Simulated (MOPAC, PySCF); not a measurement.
[Zn(F)(CH3)], neutral singlet in the gas phase. 

Cartesian coordinates (Å):
```xyz
6

Zn    -0.0028     0.0002     0.0052
F      0.8355    -0.0493    -1.5370
C     -0.9199     0.0543     1.6922
H     -0.2295     0.3655     2.5016
H     -1.3275    -0.9445     1.9468
H     -1.7613     0.7750     1.6557
```
Charge 0, spin multiplicity 1.

All levels are single points at this geometry (PBE-D3(BJ)/def2-SVP); Pople sets use spherical d functions. Orbital energies aren't observables, and empty levels follow the basis.

PM6 in MOPAC gives HOMO (eV) = -11.92.

Q: Estimate the HOMO (eV) from each of these levels: TPSSh-D3(BJ)/def2-TZVP in PySCF; BP86/6-31G* (LANL2DZ on Zn) in PySCF; SVWN5/6-31G* (LANL2DZ on Zn) in PySCF; HF/3-21G in PySCF; AM1 in MOPAC.

A: 
| level | HOMO (eV) |
|---|---|
| TPSSh-D3(BJ)/def2-TZVP in PySCF | -8.09 |
| BP86/6-31G* (LANL2DZ on Zn) in PySCF | -6.98 |
| SVWN5/6-31G* (LANL2DZ on Zn) in PySCF | -7.11 |
| HF/3-21G in PySCF | -11.06 |
| AM1 in MOPAC | -11.10 |
